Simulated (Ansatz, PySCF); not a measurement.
Complex: N2 (SMILES N#N) (first 2 atoms) with CH2O (SMILES C=O); geometry from B3LYP-D3(BJ)/def2-TZVP.
(charge 0, multiplicity 1):
```xyz
6

N     -0.3431     0.1055    -0.8559
N      0.2646    -0.0814     0.0303
C      0.5615    -0.2433     3.1990
O     -0.4842     0.0254     3.7204
H      0.8302    -1.2801     2.9190
H      1.3186     0.5298     2.9656
```

Monomers are frozen at their geometry in the pair; levels with a basis set take the counterpoise correction. Rows marked so take none.

Frozen-core correlation. Rows in 3-21G carry no dispersion term and start afresh at each structure.

The values were computed with Ansatz (Gaussian orbitals); PySCF for 3-21G rows, the dispersion terms. Values without a source in brackets are computed.

**Question.** What interaction energy does HF/3-21G (no counterpoise) give?

**Answer.** -0.8 kcal/mol

Ansatz is a quantum-chemistry and plane-wave program.
